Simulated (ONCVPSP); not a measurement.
Before and after: ONCV potential for potassium (K)

potassium, optimised norm-conserving Vanderbilt (ONCV), made with ONCVPSP 4.0.1 (PBEsol, scalar-relativistic). Core [Ne], reference 3s2 3p6 (charge +1). Waves: 3s: rc 1.65 bohr, ncon 5, nbas 8, qcut 8.4 1/bohr, 1 projector; 3p: rc 1.25 bohr, ncon 4, nbas 8, qcut 6.8 1/bohr, 2 projectors, debl 3.1 Ha; d scattering state at 0.06 Ha: rc 1.65 bohr, ncon 3, nbas 6, qcut 4.9 1/bohr, 2 projectors, debl 2.2 Ha. Local part: polynomial inside 0.90 bohr (lpopt 3, dvloc0 0 Ha). Core correction: polynomial model core, fcfact 0.25.

In the d channel the program set the typed energies aside and used 0.050, 2.250 Ha.

All-electron outer shells of the reference configuration (PBEsol, scalar-relativistic, ld1.x):

| shell | level (eV) | outermost node (bohr) | outermost maximum (bohr) |
| --- | --- | --- | --- |
| 3p | -24.83 | 0.45 | 1.15 |

Change: local potential polynomial inside 0.90 bohr (lpopt 3, dvloc0 -2.5 Ha).

Cutoffs: the cutoffs (Ha) at which the residual kinetic energy of the hardest occupied pseudo-wave falls to 1 and 0.1 mHa per electron; they do not see the model core or the augmentation charge, which bear on the density cutoff. Errors are all-electron minus pseudo energies relative to the spin-unpolarised reference configuration.

Problem. What does the change do?

Solution. The potential gets neither clearly harder nor softer (24 Ha and 43 Ha → 24 Ha and 43 Ha); of the 4 tests that both files solve, the error grows in 3 and shrinks in 0 by more than 15 % and 0.3 meV (median size 17.5 → 22.4 meV); neither file shows a bound ghost.

```tsv
quantity	base	changed
cutoff, loose	24 Ha	24 Ha
cutoff, tight	43 Ha	43 Ha
bound ghosts	none	none
GHOST(+) flags under 300 eV	none	none
error for 3s2 3p6 4s1, meV [ΔE -4.22 eV]	+21	+26
error for 3s2 3p6 4s0.5, meV [ΔE -2.60 eV]	+14	+18
error for 3s2 3p6 4p1, meV [ΔE -2.70 eV]	+0.1	+0.1
error for 3s1 3p6 4s1, meV [ΔE 37.68 eV]	+87	+115
s: phases at 1.67 bohr within 0.05 rad from the reference energy up to (Ha; the scan ends near 5)	0.9	0.7
p: phases at 1.27 bohr within 0.05 rad from the reference energy up to (Ha; the scan ends near 5)	to the end of the scan	to the end of the scan
d: phases at 1.67 bohr within 0.05 rad from the reference energy up to (Ha; the scan ends near 5)	3.2	3.0
rms error of d²Exc/dni dnj with the model core, mHa	0.55	0.55
```
